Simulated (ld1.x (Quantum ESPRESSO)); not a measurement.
Configuration tests for Cu (TM)

ld1.x (Quantum ESPRESSO) 7.5 input, shortened:

```
&input
   title='Cu', zed=29., rel=1, dft='PBE', iswitch=3,
   config='[Ar] 3d10 4s1 4p0'
 /
 &inputp
   pseudotype=2, tm=.true., lloc=-1, rcloc=0.85,
   nlcc=.true.
 /
3
3S  1  0   2.00   0.00  0.85  0.85  0.0
3P  2  1   6.00   0.00  1.20  1.20  0.0
3D  3  2  10.00   0.00  0.70  0.70  0.0
 &test
   configts(1)='3s2 3p6 3d10 4s1 4p0'
 /
```

Occupied shells without a wave of their own: 4s. They enter only through the test configuration that unscreens the potential, and ld1.x also counts them in the model core charge.

Energies are relative to the spin-unpolarised reference configuration 3s2 3p6 3d10 4s1 4p0; without spin polarisation the order of configurations can differ from experiment.

ld1.x takes every shell without a wave as core, so the model core holds the 4s electrons as well and exchange and correlation see them twice. This cancels in the reference configuration, but the file is broken for other ones, and its errors say nothing about a proper core correction.

| valence configuration | charge | ΔE all-electron (eV) | error AE − PS (meV) |
| --- | --- | --- | --- |
| 3s2 3p6 3d10 4s0 4p0 | +1 | 8.148 | -226 |
| 3s2 3p6 3d9 4s0 4p0 | +2 | 29.480 | -446 |
| 3s2 3p6 3d8 4s0 4p0 | +3 | 68.500 | -688 |
| 3s2 3p5 3d10 4s1 4p0 | +1 | 79.535 | -26 |
| 3s1 3p6 3d10 4s1 4p0 | +1 | 122.233 | -43 |
| 3s2 3p6 3d7 4s0 4p0 | +4 | 128.209 | -931 |
| 3s2 3p6 3d9 4s2 4p0 | 0 | 1.970 | +116 |
